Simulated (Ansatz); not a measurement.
System: BNH, charge 0, doublet. BNH (SMILES [B]=N, doublet).
B3LYP-D3(BJ)/def2-TZVP minimum from Ansatz (a first-principles code):
```xyz
3

B      0.0000     0.0000    -0.8356
N      0.0000     0.0000     0.3981
H      0.0000     0.0000     1.3912
```
Charge 0, spin multiplicity 2.

Total energies in cc-pVQZ, 9 correlated electrons, 2 frozen orbitals. Radicals and triplets start from unrestricted determinants; spin-orbit coupling is neglected. Cores are frozen in correlated methods. No relativity. The UHF reference of HBN ([B]=N, doublet) is spin-contaminated (<S^2> up to 0.10 over the pure value in the sets run).

```
method    program  energy (Eh)  minus CCSDT(Q) (mEh)
--------  -------  -----------  --------------------
HF         Ansatz    -79.68557                310.66
MP2        Ansatz    -79.97207                 24.17
CCSD       Ansatz    -79.97975                 16.48
CCSD(T)    Ansatz    -79.99468                  1.55
CCSDT(Q)   Ansatz    -79.99623                  0.00
```
